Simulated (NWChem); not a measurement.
P$_{2}$H$_{3}$, doublet; SMILES [PH]P

```xyz
5

P     -0.0624    -1.1466    -0.0153
P      0.0033     1.0548    -0.0863
H      1.3786    -1.2224    -0.1193
H      0.7790     1.3188     1.1006
H     -1.2698     1.2812     0.5438
```
Atoms are numbered in this order, from 1.

All runs: NWChem. Spin-unrestricted. Structure relaxed at the PBE-D3(BJ)/def2-SVP, spin-unrestricted level. No stability test was run on the SCF state.

Task: Taking PBE0/def2-QZVP as the yardstick, which of these has the fewest basis functions while keeping “dipole (D)” within 0.2 D of it: PBE0/3-21G; PBE0/pcseg-2; PBE0/aug-pcseg-1; PBE0/def2-TZVPP; PBE0/pcseg-1?

Result: PBE0/aug-pcseg-1.
| level | basis functions | dipole (D) | relative time (rough) |
|---|---|---|---|
| PBE0/3-21G | 32 | 1.47 | 1 |
| PBE0/pcseg-1 | 51 | 1.11 | 3 |
| PBE0/aug-pcseg-1 | 81 | 0.88 | 5 |
| PBE0/pcseg-2 | 110 | 0.96 | 10 |
| PBE0/def2-TZVPP | 126 | 0.82 | 10 |
| PBE0/def2-QZVP | 230 | 0.80 | 60 |

The yardstick is one finite set, not the basis-set limit.
